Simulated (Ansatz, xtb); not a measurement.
C4H5F3O: 3 structures ranked

3 gas-phase structures of C4H5F3O, from a drawn sample of its isomers (lower ones may exist). Each was relaxed with GFN2-xTB; where two conformers were screened, the lower at r2SCAN-D4/def2-SVP is listed:

A. `OC1(C(F)(F)F)CC1`, a singlet
B. `O[C@@H]1C[C@H]1C(F)(F)F`, a singlet
C. `O[C@@H]1C[C@@H]1C(F)(F)F`, a singlet

Problem. Make a reasoned guess at their ranking by r2SCAN-D4/def2-SVP single-point energy.

Solution. Calculated order at r2SCAN-D4/def2-SVP: A (0.0), B (0.9), C (1.9) kcal/mol. Less than 1 kcal/mol parts A and B; B and C, so the order within those pairs means little.

Energies above the lowest of each column, in kcal/mol; the last columns are at B3LYP/def2-SVP geometries:

| structure | GFN2-xTB | HF/STO-3G | r2SCAN-D4/def2-SVP | B3LYP/def2-SVP | CCSD(T)/def2-SVP + ΔMP2/def2-TZVPP |
| --- | --- | --- | --- | --- | --- |
| A | 0.8 | 0.3 | 0.0 | 0.0 | 0.0 |
| B | 0.0 | 0.0 | 0.9 | 0.3 | 0.5 |
| C | 1.2 | 1.2 | 1.9 | 1.8 | 2.4 |

CCSD(T)/def2-SVP + ΔMP2/def2-TZVPP has A and B within 1 kcal/mol of each other at the bottom, and every level picks one of them. Flexible structures stand in one conformer each, not always the lowest. ΔMP2 is the change of the MP2 energy from the smaller to the larger basis.

Programs: Ansatz 0.2.0, xtb 6.7.1.
